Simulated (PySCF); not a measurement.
# Telling isomers of C₈H₁₀P₂ apart by NMR

[PySCF 2.14.0 with density-fitted response routines: shieldings: GIAO PBE0/pcSseg-1; coordinates at the GFN2-xTB level; gas phase; one computed conformer; non-relativistic Hamiltonian; one averaged value for each set of equivalent atoms]

δ = σ(ref) − σ, references computed at the same level: TMS for 1H (σref 31.72), 13C (σref 186.93). Splittings of carbon signals by F and P are missing where no couplings were computed. Where no couplings were computed, multiplicities follow the n + 1 count of equivalent neighbours, and m marks all less simple cases (inequivalent or close neighbours, rings, F or P nearby). Shifts are as computed. Against solution values, carbons near 30 ppm lie about +3 ppm off and those near 130 ppm about +5 ppm. Of 1211 compounds with measured shifts, 218 miss one by over three times the rms of a fit or turn the order of signals round; such compounds aren't used in these exercises.

(1) Tabulate the signals of `Cc1cpc(C2CC2)pc1`, `Cc1cpc(C2CC2)cp1` and their relative energies.

(2) What is the quickest way to tell Cc1cpc(C2CC2)pc1 from Cc1cpc(C2CC2)cp1?

Answers

(1) 
```json
{"SMILES": "Cc1cpc(C2CC2)pc1", "carbon types": "2×C 3×CH 2×CH2 1×CH3", "δC": "225.6, 162.0, 145.6, 30.8, 28.7, 27.0", "δH": "8.94 (m, 2H), 2.79 (m, 1H), 2.70 (s, 3H), 1.64 (m, 2H), 1.21 (m, 2H)", "E rel. (kcal/mol)": "0.0"}
{"SMILES": "Cc1cpc(C2CC2)cp1", "carbon types": "2×C 3×CH 2×CH2 1×CH3", "δC": "189.2, 178.4, 167.3, 164.1, 29.3, 28.4, 23.6", "δH": "9.60 (m, 1H), 9.36 (m, 1H), 2.97 (m, 3H), 2.05 (m, 1H), 1.48 (m, 2H), 1.11 (m, 2H)", "E rel. (kcal/mol)": "1.8"}
```

Energies are electronic energies at PBE0/pcSseg-1 on these geometries, without zero-point or thermal terms, each for the one conformer computed, which needn't be the lowest.

(2) Count the carbon signals: 6 against 7. The first has a substituted aromatic carbon (C) at 225.6 ppm, the second a substituted aromatic carbon (C) at 189.2 ppm. In the proton spectra the most deshielded non-exchanging signals are 8.94 (m, 2H) and 9.60 (m, 1H).
